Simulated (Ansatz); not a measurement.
In₄As₅H₁₆²⁺. Total charge 2; doublet. Geometry r2SCAN-D4/def2-SVP, that of the charge +1 singlet; atoms count from 1.

```xyz
25

In   -0.2482   -1.1459   -2.4843
In    2.1248   -1.9981    1.8534
In    1.5600    2.9480   -0.4692
In   -2.1982    0.4463    1.5850
As    0.7251    1.3357   -2.5457
As    1.4014   -2.3862   -0.7885
As   -2.3466   -0.7277   -0.8399
As   -0.3652   -1.1440    2.6939
As   -0.7896    2.6208    0.9432
H    -0.6367   -1.9283   -3.9573
H     3.0368   -0.5544    1.8069
H     2.2636   -3.5801    2.4794
H     1.4945    4.5415   -1.0738
H     2.6633    1.9455    0.3679
H    -3.7038    0.6513    2.3751
H     1.8449    1.2417   -3.5556
H    -0.2464    2.0766   -3.4348
H     2.6891   -2.4278   -1.5797
H     1.0400   -3.8400   -0.9883
H    -3.0578   -2.0475   -0.6615
H    -3.4307   -0.0375   -1.6325
H    -1.1844   -2.3301    3.1488
H    -0.1848   -0.5309    4.0640
H    -1.8401    3.5692    0.4124
H    -0.6110    3.3017    2.2811
```

In the def2 sets In takes a core potential; there is no spin–orbit coupling. Single mean-field runs in def2-TZVP are fitted with def2-universal-jkfit.

Problem. Estimate the Mulliken populations from the PBE0/def2-TZVP orbitals of Ansatz.

Solution. 
```json
{"atom": "In1", "charge (e)": "0.57", "spin (α − β)": "0.05"}
{"atom": "In2", "charge (e)": "0.43", "spin (α − β)": "0.04"}
{"atom": "In3", "charge (e)": "0.43", "spin (α − β)": "0.03"}
{"atom": "In4", "charge (e)": "0.57", "spin (α − β)": "0.05"}
{"atom": "As5", "charge (e)": "-0.35", "spin (α − β)": "0.16"}
{"atom": "As6", "charge (e)": "-0.35", "spin (α − β)": "0.18"}
{"atom": "As7", "charge (e)": "-0.41", "spin (α − β)": "-0.01"}
{"atom": "As8", "charge (e)": "-0.35", "spin (α − β)": "0.19"}
{"atom": "As9", "charge (e)": "-0.36", "spin (α − β)": "0.15"}
{"atom": "H10", "charge (e)": "0.04", "spin (α − β)": "-0.01"}
{"atom": "H11", "charge (e)": "0.01", "spin (α − β)": "0.02"}
{"atom": "H12", "charge (e)": "0.05", "spin (α − β)": "0.09"}
{"atom": "H13", "charge (e)": "0.05", "spin (α − β)": "0.08"}
{"atom": "H14", "charge (e)": "-0.02", "spin (α − β)": "0.01"}
{"atom": "H15", "charge (e)": "0.04", "spin (α − β)": "-0.01"}
{"atom": "H16", "charge (e)": "0.17", "spin (α − β)": "0.00"}
{"atom": "H17", "charge (e)": "0.17", "spin (α − β)": "0.00"}
{"atom": "H18", "charge (e)": "0.17", "spin (α − β)": "-0.01"}
{"atom": "H19", "charge (e)": "0.17", "spin (α − β)": "-0.01"}
{"atom": "H20", "charge (e)": "0.17", "spin (α − β)": "0.00"}
{"atom": "H21", "charge (e)": "0.17", "spin (α − β)": "0.00"}
{"atom": "H22", "charge (e)": "0.17", "spin (α − β)": "-0.01"}
{"atom": "H23", "charge (e)": "0.17", "spin (α − β)": "-0.01"}
{"atom": "H24", "charge (e)": "0.17", "spin (α − β)": "0.00"}
{"atom": "H25", "charge (e)": "0.17", "spin (α − β)": "0.00"}
```
Mulliken values depend strongly on the basis.

Problem. Where does the spin sit?

Solution. Summed by element: In 0.17, As 0.68, H 0.15, of 1 unpaired in all. Largest on single atoms: As8 0.19, As6 0.18, As5 0.16.

Problem. And the Mayer bond orders between heavy atoms (over 0.3)?

Solution. In1–As5 0.61 (2.67 Å); In1–As6 0.59 (2.67 Å); In1–As7 0.62 (2.70 Å); In2–As6 0.49 (2.77 Å); In2–As8 0.50 (2.76 Å); In3–As5 0.50 (2.76 Å); In3–As9 0.50 (2.76 Å); In4–As7 0.62 (2.70 Å); In4–As8 0.59 (2.67 Å); In4–As9 0.61 (2.67 Å).
